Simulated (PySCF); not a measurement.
Computed shifts of a molecule C₃H₆F₂Si, PBE/pcSseg-1 run with PySCF, GIAO, gas phase, atoms alike by connectivity averaged where their shifts nearly agree, in ppm (number of nuclei): ¹⁹F: -96.2 (1), -315.6 (1). ¹³C: 170.5 (1), 102.7 (1), 81.0 (1). ²⁹Si: -56.4 (1). ¹H: 7.37 (1), 5.40 (2), 5.01 (1), 4.81 (2). References: ¹⁹F against CFCl3 (σ = 133.6 ppm); ¹³C against TMS (σ = 182.0 ppm); ²⁹Si against TMS (σ = 335.4 ppm); ¹H against TMS (σ = 31.49 ppm), references at their B3LYP-D3(BJ)/def2-TZVP geometries, non-relativistic. Coordinates come from a ωB97X-D3(BJ)/def2-SVP optimisation. Other conformers were not sampled.

Q: Which structure fits?
A. CC([SiH3])=C(F)F
B. F/C=C\[SiH2]CF
C. F[C@@H]1CC[Si@H]1F
D. F[Si]1(F)CCC1

A: B, F/C=C\[SiH2]CF
